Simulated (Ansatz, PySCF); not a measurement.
Ga(Me)(NH2)2 (CH7GaN2), SMILES [CH3][Ga]([NH2])[NH2].

Coordinates come from a TPSSh-D3(BJ)/def2-SVP optimisation. The structure was generated by enumeration; whether it is a known compound was not checked. Other conformers were not sampled.

Vertical ionisation energy (IE) and electron affinity (EA) in eV. Rows of orbital energies are one-electron estimates. Where ΔSCF, EOM or ADC give a negative EA the extra electron is unbound and the value depends on the basis.

| level | IE | EA |
|---|---|---|
| −ε(HOMO), −ε(LUMO), M06-2X/def2-TZVP (PySCF) | 8.02 | -1.01 |
| −ε(HOMO), −ε(LUMO), PBE/def2-TZVP (PySCF) | 5.15 | 0.43 |
| ΔSCF, CAM-B3LYP/def2-SVPD (Ansatz), final states of multiplicity 2 and 2 | 8.96 | -0.92 |
| ΔSCF, PBE/def2-SVPD (Ansatz), final states of multiplicity 2 and 2 | 8.40 | -0.68 |

### Question
What vertical singlet–triplet gap does ΔSCF give with CAM-B3LYP/def2-SVPD (Ansatz, an electronic-structure program) and with PBE/def2-SVPD (Ansatz)? (Estimate from the structure and the level; the computed values follow.)

### Answer
5.40 and 4.62 eV (triplet above singlet where positive).
